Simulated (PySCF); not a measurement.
**Telling isomers of C$_{6}$H$_{11}$NOSi apart by NMR**

[PySCF 2.14: NMR shieldings at PBE0/pcSseg-1/GIAO; GFN2-xTB structure; in vacuum; relativity neglected; one computed conformer; averaged over atoms made equivalent by symmetry, fast rotation or ring inversion]

References, each an isolated molecule treated in the same way: ¹H, ¹³C vs TMS. Where no couplings were computed, multiplicities follow the n + 1 count of equivalent neighbours, and m marks all less simple cases (inequivalent or close neighbours, rings, F or P nearby). Shifts are as computed. Against solution values, carbons near 30 ppm lie about +3 ppm off and those near 130 ppm about +5 ppm. Of 1211 compounds with measured shifts, 218 miss one by over three times the rms of a fit or turn the order of signals round; such compounds aren't used in these exercises.

(1) Tabulate the signals of `C=C[C@@H](C)[C@H](C#N)O[SiH3]`, `CCCc1cnoc1[SiH3]`, `COC[SiH2]n1cccc1` and their relative energies.

(2) What is the quickest way to tell C=C[C@@H](C)[C@H](C#N)O[SiH3] from COC[SiH2]n1cccc1?

(3) What is the quickest way to tell CCCc1cnoc1[SiH3] from COC[SiH2]n1cccc1?

(4) What is the quickest way to tell C=C[C@@H](C)[C@H](C#N)O[SiH3] from CCCc1cnoc1[SiH3]?

## Answers

(1) 
```tsv
SMILES	carbon types	δC	δH	E rel. (kcal/mol)
C=C[C@@H](C)[C@H](C#N)O[SiH3]	1×C 3×CH 1×CH2 1×CH3	148.5, 127.0, 123.4, 68.7, 52.5, 18.9	5.74 (m, 1H), 5.68 (m, 1H), 5.58 (m, 1H), 4.83 (s, 3H), 3.53 (d, 1H), 2.46 (m, 1H), 1.24 (d, 3H)	9.4
CCCc1cnoc1[SiH3]	2×C 1×CH 2×CH2 1×CH3	169.1, 155.9, 139.0, 30.0, 28.8, 14.3	8.20 (s, 1H), 4.54 (s, 3H), 2.70 (t, 2H), 1.56 (m, 2H), 0.85 (t, 3H)	21.1
COC[SiH2]n1cccc1	4×CH 1×CH2 1×CH3	126.1, 117.7, 63.1, 62.6	6.59 (m, 2H), 6.49 (m, 2H), 5.51 (t, 2H), 4.20 (t, 2H), 3.51 (s, 3H)	0.0
```

Energies are electronic energies at PBE0/pcSseg-1 on these geometries, without zero-point or thermal terms, each for the one conformer computed, which needn't be the lowest.

(2) Count the carbon signals: 6 against 4. The first has a terminal =CH2 carbon at 127.0 ppm, the second an sp3 CH2 bonded to O and Si at 62.6 ppm. Their most deshielded carbons lie at 148.5 and 126.1 ppm. In the proton spectra the most deshielded non-exchanging signals are 5.74 (m, 1H) and 6.59 (m, 2H).

(3) Count the carbon signals: 6 against 4. The first has a substituted aromatic carbon next to the ring oxygen (C) at 169.1 ppm, the second a methyl carbon bonded to O (CH3) at 63.1 ppm. Their most deshielded carbons lie at 169.1 and 126.1 ppm. In the proton spectra the most deshielded non-exchanging signals are 8.20 (s, 1H) and 6.59 (m, 2H).

(4) Both give the same number of carbon signals, but DEPT or the intensities differ. The first has a terminal =CH2 carbon at 127.0 ppm, the second an sp3 CH2 at 30.0 ppm. Their most deshielded carbons lie at 148.5 and 169.1 ppm. In the proton spectra the most deshielded non-exchanging signals are 5.74 (m, 1H) and 8.20 (s, 1H).
